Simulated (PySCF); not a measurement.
Computed shifts of a molecule GeH₈N₂Si, PBE0/pcSseg-1 (PySCF), GIAO, gas phase, atoms alike by connectivity averaged where their shifts nearly agree, in ppm (number of nuclei): ¹⁵N: 4.3 (1), -0.8 (1). ²⁹Si: -40.4 (1). ¹H: 5.50 (1), 5.41 (1), 5.40 (1), 5.11 (1), 0.55 (1), 0.24 (1), 0.11 (1), -0.21 (1). References: ¹⁵N against NH3 (σ = 267.4 ppm); ²⁹Si against TMS (σ = 352.7 ppm); ⁷³Ge against GeH4 (σ = 1658.3 ppm); ¹H against TMS (σ = 31.56 ppm), references at their B3LYP-D3(BJ)/def2-TZVP geometries, non-relativistic. Geometry optimised at PBE-D3(BJ)/def2-SVP. One conformer was computed; it need not be the lowest.

**Question.** Identify the compound among the candidates.
(A) [NH2][GeH2][NH][SiH3]
(B) N[SiH2][GeH2][NH2]
(C) [NH2][GeH]([NH2])[SiH3]
(D) N[SiH](N)[GeH3]

**Answer.** B, N[SiH2][GeH2][NH2]
